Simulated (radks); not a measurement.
Values are calculated unless marked as measured or tabulated.
Pr, 59 electrons, occupied as [Xe] 4f3 6s2. Code: a radial shooting solver on a logarithmic mesh with Libxc functionals. Model: scalar-relativistic Kohn-Sham, r2SCAN, spin-unpolarised, spherical densities, finite nucleus; meta-GGA in the generalised Kohn-Sham scheme; Fermi nuclear charge, rms radius 4.8919 fm; hard spherical wall at 4 bohr. Some entries of the table are withheld. Estimate them.

orbital  occ.  eigenvalue (hartree)  r(max) (bohr)  <r^2> (bohr^2)
1s          2             -1538.674        0.01541       0.0007899
2s          2                   (1)        0.08721         0.01253
2p          6             -221.6744        0.07029         0.01001
3s          2                   (2)         0.2487         0.08446
3p          6             -45.09382         0.2436         0.08458
3d         10                   (3)         0.2008         0.07216
4s          2             -10.43931         0.5792          0.4379
4p          6                   (4)         0.6045             (5)
4d         10              -3.75601         0.6359          0.6175
5s          2              -1.14978          1.364           2.638
5p          6              -0.50301          1.552           3.485
5d          0               0.31920          2.105           5.215
4f          3               0.33062         0.6959           1.718
6s          2                   (6)          2.797           6.852
6p          0               0.95216          2.930           6.806
7s          0               2.71890          3.318           6.443

Answer. 
(1) 2s eigenvalue (hartree): -247.9255
(2) 3s eigenvalue (hartree): -53.45538
(3) 3d eigenvalue (hartree): -33.36344
(4) 4p eigenvalue (hartree): -7.69397
(5) 4p <r^2> (bohr^2): 0.4952
(6) 6s eigenvalue (hartree): 0.57078
